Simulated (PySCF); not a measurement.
C5H15B2N.
Numbering: `[BH2:1][C@@H:2]1[CH2:3][CH2:4][BH2-:5][N+:6]1([CH3:7])[CH3:8]`

NICS is the negative of the GIAO shielding at a point without a nucleus: at the ring centre (0) and 1 Å above and below it (1); zz is the component along the ring normal. Level: GIAO PBE0/pcSseg-1 (PySCF, non-relativistic, gas phase) on the PBE0-D3(BJ)/def2-SVP geometry, one conformer.

Ring bond lengths (Å), with Mayer bond orders in brackets: C2–C3 1.546 (1.01), C3–C4 1.543 (1.01), C4–B5 1.630 (0.92), B5–N6 1.652 (0.57), N6–C2 1.498 (0.83).

Question: What do the NICS probes read (ppm)?

Answer: 
```csv
ring,type,NICS(0),"NICS(1), two faces","NICS(1)zz, two faces",rms pucker (Å),"centre to ring atoms, mean (Å)"
C2–C3–C4–B5–N6,5-membered ring with B and N; formal bonds all single,-5.5,-4.4 / -2.3,-6.3 / -2.1,0.20,1.31
```

Question: What can be read from them?

Answer: 
- C2–C3–C4–B5–N6: mean NICS(1)zz -4.2 ppm, shielded. C2, C3, C4, B5, N6 have four or more neighbours; no verdict on aromaticity is drawn. The two faces differ by 4.2 ppm, so no symmetry operation interchanges them.

Question: At the first NICS(1) probe listed for ring C2–C3–C4–B5–N6, 1 Å off the ring, how large is the induced field along the normal in 7.05 T applied along it?

Answer: NICSzz × B0 = -6.3 ppm × 7.05 T = -44 μT, against the applied field.

Question: List the ring angles and the Hirshfeld charges of the ring atoms.

Answer: 
- C2–C3–C4–B5–N6: C2 105.6° (-0.039 e), C3 106.7° (-0.062 e), C4 106.1° (-0.153 e), B5 100.6° (-0.037 e), N6 101.8° (+0.041 e); sum 520.9° against 540° for a flat convex ring.

Question: How shielded are the nuclei of the rings and their hydrogens (means over atoms taken as equivalent)?

Answer: 
```tsv
atoms	environment	σ isotropic (ppm)
C2	sp3 carbon bound to nitrogen	103.7
C3	ring CH2 carbon	157.8
C4	sp3 carbon bound to boron	174.8
B5	four-coordinate boron	105.2
N6	nitrogen bonded to B and 3 C	196.2
H on C2	methine hydrogen	28.05
H on C3	methylene hydrogen	29.61
H on C3	methylene hydrogen	28.98
H on C4	methylene hydrogen	30.46
H on C4	methylene hydrogen	30.12
H on B5	B–H hydrogen	28.77
H on B5	B–H hydrogen	28.90
```

Question: How do the values depend on the level or the medium?

Answer: 
```csv
level,"NICS(0), C2–C3–C4–B5–N6","mean NICS(1)zz, C2–C3–C4–B5–N6"
"PBE0/pcSseg-1, gas",-5.5,-4.2
"WP04/pcSseg-1, gas",-5.0,-3.6
```

The geometry is the same throughout.
